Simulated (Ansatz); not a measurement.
`O[SiH2][SiH2]O` and `O[SiH2][SiH2][SnH3]` differ in one atom or group.

Ansatz, PBE0-D4/def2-TZVP geometries, multiplicity 1. Each molecule was computed in one conformer, which needn't be the lowest.

Elements past krypton have def2 core potentials.

```
                                          property  `O[SiH2][SiH2]O`
               LUMO energy (B3LYP/def2-TZVPP) / eV             -1.08
size of the dipole moment (ωB97M-V/def2-TZVPP) / D              2.56
                 LUMO energy (PBE/def2-TZVPP) / eV             -1.72
              HOMO–LUMO gap (PBE0/def2-TZVPP) / eV              7.07
               HOMO–LUMO gap (PBE/def2-TZVPP) / eV              5.00
             LUMO energy (ωB97M-V/def2-TZVPP) / eV              0.83
```

Question: Give the same properties after the change, and the shifts. (An estimate is asked.)

Answer: Computed: 
```json
{"property": "LUMO energy (B3LYP/def2-TZVPP) / eV", "`O[SiH2][SiH2][SnH3]`": "-0.98", "shift": "0.10"}
{"property": "size of the dipole moment (ωB97M-V/def2-TZVPP) / D", "`O[SiH2][SiH2][SnH3]`": "0.98", "shift": "-1.58"}
{"property": "LUMO energy (PBE/def2-TZVPP) / eV", "`O[SiH2][SiH2][SnH3]`": "-1.59", "shift": "0.13"}
{"property": "HOMO–LUMO gap (PBE0/def2-TZVPP) / eV", "`O[SiH2][SiH2][SnH3]`": "6.86", "shift": "-0.21"}
{"property": "HOMO–LUMO gap (PBE/def2-TZVPP) / eV", "`O[SiH2][SiH2][SnH3]`": "4.96", "shift": "-0.04"}
{"property": "LUMO energy (ωB97M-V/def2-TZVPP) / eV", "`O[SiH2][SiH2][SnH3]`": "0.87", "shift": "0.04"}
```

With PBE0 the HOMO rises by 0.30 eV and the LUMO rises by 0.08 eV, so the gap narrows by about 0.22 eV. PBE moves the HOMO by 0.16 eV and ωB97M-V by 0.41 eV. Dipoles are sizes alone; their direction can turn.

B3LYP here is the variant with VWN-RPA as its local correlation; programs differ in this.
